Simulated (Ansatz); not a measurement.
Gas-phase electronic energies from Ansatz, PBE0-D4/def2-TZVP geometries. CBS: MP2 limit from def2 TZ/QZ plus the TZ coupled-cluster correction, frozen cores. This one scheme is used for every species. Functionals use def2-TZVPP. Each species was taken in one conformer, which may not be the lowest.

Consider the cleavage of the Si–B bond: `B[Si](F)(Cl)O[SiH3]` + H–F → `F[Si](F)(Cl)O[SiH3]` + BH₃.

`B[Si](F)(Cl)O[SiH3]`:

Cartesian coordinates in Å:
```
B -2.432 0.150 0.630
Si -0.458 0.396 0.779
F 0.119 0.087 2.230
Cl -0.190 2.412 0.465
O 0.408 -0.447 -0.285
Si 1.843 -0.656 -1.066
H -2.931 -0.013 -0.441
H -3.137 0.245 1.587
H 2.342 -2.020 -0.770
H 1.609 -0.510 -2.523
H 2.826 0.356 -0.607
```

H–F:

Z-matrix (Å, degrees):
```
F
H 1 0.920
```

`F[Si](F)(Cl)O[SiH3]`:

Cartesian coordinates in Å:
```
F -1.788 1.671 -0.272
Si -0.242 1.513 -0.017
F 0.491 2.019 -1.315
Cl 0.287 2.685 1.529
O 0.122 -0.004 0.273
Si 0.253 -1.622 0.004
H 0.889 -2.225 1.197
H 1.090 -1.847 -1.198
H -1.101 -2.190 -0.202
```

BH₃:

Cartesian coordinates in Å:
```
B 0.000 0.000 0.000
H -0.510 -0.315 -1.032
H -0.259 -0.598 1.000
H 0.769 0.912 0.032
```

Question: Is it downhill or uphill in electronic energy at CCSD(T)/CBS, and by how much? (An estimate is asked.)

Answer: The calculation gave: Downhill: ΔE = -39.1 kcal/mol.

Question: What do these levels give: PBE-D4, PBE0-D4, ωB97X-V, r2SCAN, PBE0, HF/def2-TZVPP, MP2/def2-TZVPP, SCS-MP2/def2-TZVPP, CCSD/def2-TZVPP, MP2/def2-QZVPP, HF/CBS(def2), CCSD/CBS(def2)? (An estimate is asked.)

Answer: Computed: PBE-D4 -33.7, PBE0-D4 -36.0, ωB97X-V -39.4, r2SCAN -40.0, PBE0 -36.8, HF/def2-TZVPP -46.8, MP2/def2-TZVPP -40.6, SCS-MP2/def2-TZVPP -41.7, CCSD/def2-TZVPP -40.6, MP2/def2-QZVPP -40.6, HF/CBS(def2) -47.7, CCSD/CBS(def2) -40.1 kcal/mol.

Largest T1 diagnostic among the species: 0.011.

From PBE to PBE0 (25 % exact exchange), in def2-TZVPP and without D4, ΔE moves by −2.3 kcal/mol. The D4 term adds +1.4 kcal/mol with B3LYP and +0.8 kcal/mol with PBE0; it sums over pairs of atoms, weighted by their polarisabilities, and B3LYP, whose exchange is more repulsive, gets the larger term. In def2-TZVPP, CCSD(T) changes the Hartree–Fock value by +7.2 kcal/mol (the triples alone add +1.0 kcal/mol) and MP2 by +6.2 kcal/mol.

B3LYP here is the variant with VWN-RPA as its local correlation; programs differ in this.
